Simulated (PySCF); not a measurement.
MSn cations for M along group 13

MP2 with double-zeta basis sets in PySCF, for the lowest determinant that a PBE0 search found; no spin–orbit coupling. De refers to high-spin ground-configuration atoms (the charge goes to the atom of lower measured ionisation energy or higher electron affinity, which is not always the lowest computed limit).

| M | basis | reference, frozen orbitals | charged atom | state (unpaired electrons) | Re (Å) | ωe (cm⁻¹) | De (eV) |
| --- | --- | --- | --- | --- | --- | --- | --- |
| Al | x2c-SVPall | UHF, 23 | Al+ | triplet (σ ↑, π ↑) | 3.088 | 139 | 0.84 |
| Ga | cc-pVDZ-PP | UHF, 8 | Ga+ | triplet (σ ↑, π ↑) | 3.126 | 100 | 0.88 |
| In | cc-pVDZ-PP | UHF, 8 | In+ | triplet (σ ↑, π ↑) | 3.346 | 76.9 | 0.69 |
| Tl | def2-SVP | UHF, 8 | Tl+ | triplet (σ ↑, π ↑) | 3.418 | 65.9 | n/a |

The shortest bond is that of AlSn⁺ (3.088 Å), the longest that of TlSn⁺ (3.418 Å).

The rows differ in basis set, which adds steps of its own.

Down a group the atoms grow and get heavier, so bonds lengthen and wavenumbers fall; this series shows no clear exception.

Correlated steps freeze the inner cores (8 to 23 orbitals); shallow outer-core shells are correlated. Correlated levels converge slowly with the basis: in double zeta they bind strong bonds too weakly, by up to about 1 eV, and carry superposition errors of some tenths. Spin–orbit coupling is left out, which matters for elements this heavy, above all for dissociation energies. For an ion De counts to the pair picked by the measured ionisation energies or electron affinities, which need not be the lowest pair at this level. States were picked by a PBE0 search and need not be the measured ground states.
